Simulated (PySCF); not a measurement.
Two-component Hartree-Fock for Ir (iridium, neutral)

Start: [Xe] 4f14 5d7 6s1 6p1; 5d3/2 filled at m_j = +1/2, +3/2; 5d5/2 filled at m_j = -3/2, -1/2, +1/2, +3/2, +5/2; 6s1/2 filled at m_j = +1/2; 6p3/2 filled at m_j = +3/2. Calculated with PySCF 2.14 in x2c-SVPall-2c with one added diffuse shell each of s, d type (8s9p10d2f, 99 functions): generalised Hartree-Fock with the X2C-1e Hamiltonian and a Gaussian nucleus; one run each with spin-orbit coupling (SO) switched off, then screened by Boettger's factors. This is a chosen level, not necessarily the ground level.

```
spinor shell  electrons  ε, spin-free (eV)  ε, screened SO (eV)  weight of nominal j (screened SO)  rms radius, screened SO (bohr)
       1s1/2          2           -76531.5             -76504.8                              1.000                          0.0197
       2s1/2          2           -13537.5             -13529.1                              1.000                          0.0796
       2p1/2          2           -11770.0             -12938.3                              1.000                          0.0675
       2p3/2          4           -11770.0             -11304.7                              1.000                          0.0752
       3s1/2          2            -3233.8              -3230.9                              1.000                           0.203
       3p1/2          2            -2708.4              -2966.8                              1.000                           0.195
       3p3/2          4            -2708.4              -2603.2                              1.000                           0.210
       3d3/2          4            -2121.5              -2166.0                              1.000                           0.186
       3d5/2          6            -2121.5              -2088.9                              1.000                           0.189
       4s1/2          2            -726.21              -725.19                              1.000                           0.450
       4p1/2          2            -550.85              -612.45                              1.000                           0.456
       4p3/2          4            -550.85              -525.40                              1.000                           0.489
       4d3/2          4            -330.81              -340.02                              1.000                           0.508
       4d5/2          6            -330.81              -323.49                              1.000                           0.519
       5s1/2          2            -116.94              -116.68                              1.000                            1.05
       4f5/2          6            -84.068              -85.382                              0.995                           0.586
       4f7/2          8            -84.068              -82.114                              0.996                           0.587
       5p1/2          2            -68.657              -79.417                              0.982                            1.19
       5p3/2          4            -68.657              -63.853                              0.992                            1.23
       5d3/2          2            -14.622              -14.425                              0.572                            1.80
       5d5/2          5            -14.622              -14.755                              0.477                            1.82
       6s1/2          1            -11.157              -11.081                              0.984                            3.13
       6p3/2          1             -4.641               -4.489                              1.000                            3.99
```

```json
{"quantity": "E (hartree)", "spin-free": "-17813.26493", "screened SO": "-17837.79661"}
{"quantity": "M_J", "spin-free": "13/2", "screened SO": "13/2"}
{"quantity": "⟨J²⟩", "spin-free": "48.764", "screened SO": "48.770"}
{"quantity": "⟨L²⟩", "spin-free": "20.012", "screened SO": "21.101"}
{"quantity": "⟨S²⟩", "spin-free": "8.752", "screened SO": "8.404"}
```

Each row is a mean over spinors that exchange with the open shell spreads, by up to 7.373 eV (5p3/2).

Rows whose weight is well below 1 are mixtures of j = l ± 1/2: exchange outweighs spin-orbit coupling there, and the label is only the starting occupation.

Breit and QED terms are absent; they matter most for the inner s and p1/2 levels.

Densities and radii are taken from the X2C orbitals without a picture-change correction, which distorts them close to the nucleus.

Without spin-orbit coupling the j labels of p, d and f shells carry no meaning; the spin-free column gives the mean over the occupied spinors of each nl shell.
